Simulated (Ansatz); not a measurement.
Consider the cleavage of the Si–Si bond: `O[SiH](F)[SiH2]Br` + HCl → `Cl[SiH2]Br` + `O[SiH2]F`.

Computed with Ansatz on PBE0-D4/def2-TZVP structures; ΔE is electronic, products minus reactants. CCSD(T)/CBS adds triple-zeta CCSD(T) − MP2 to the extrapolated MP2 energy (def2 sets, frozen cores). This one scheme is used for every species. Functionals use def2-TZVPP. For Br outer-core shells are correlated without core-valence functions, which leaves a few kJ/mol of doubt a bond. Scalar relativity is left out up to krypton. One conformer a species, not always the lowest.

Problem. Is it downhill or uphill in electronic energy at CCSD(T)/CBS, and by how much? (Best estimate.)

Solution. Computed: Downhill: ΔE = -104.3 kJ/mol.

Problem. What do these levels give: PBE-D4, revPBE-D4, PBE0-D4, r2SCAN0-D4, BHLYP-D4, CAM-B3LYP-D4, B2PLYP, CAM-B3LYP, MP2/def2-SVP, CCSD/def2-SVP, MP2/def2-TZVPP, CCSD/CBS(def2)? (Best estimate.)

Solution. The calculation gave: PBE-D4 -84.9, revPBE-D4 -84.6, PBE0-D4 -92.0, r2SCAN0-D4 -103.5, BHLYP-D4 -106.3, CAM-B3LYP-D4 -103.0, B2PLYP -109.1, CAM-B3LYP -107.7, MP2/def2-SVP -108.5, CCSD/def2-SVP -102.4, MP2/def2-TZVPP -113.5, CCSD/CBS(def2) -106.7 kJ/mol.

Problem. What do rigid-rotor, harmonic-oscillator terms from PBE0-D4/def2-TZVP frequencies (298.15 K, 1 bar) make of the CCSD(T)/CBS value? (An estimate is asked.)

Solution. Ansatz gave: ΔZPE = +6.0 kJ/mol, ΔH = -102.5 kJ/mol, ΔS = 14 J/(mol·K), ΔG = -106.6 kJ/mol. Modes under 50 cm⁻¹ make the entropy rough.

Largest T1 diagnostic among the species: 0.011.

The D4 term adds +7.4 kJ/mol with B3LYP and +4.3 kJ/mol with PBE0; it sums over pairs of atoms, weighted by their polarisabilities, and B3LYP, whose exchange is more repulsive, gets the larger term. In def2-TZVPP, CCSD(T) changes the Hartree–Fock value by +22.0 kJ/mol (the triples alone add +2.5 kJ/mol) and MP2 by +10.7 kJ/mol.

B3LYP here is the variant with VWN-RPA as its local correlation; programs differ in this.
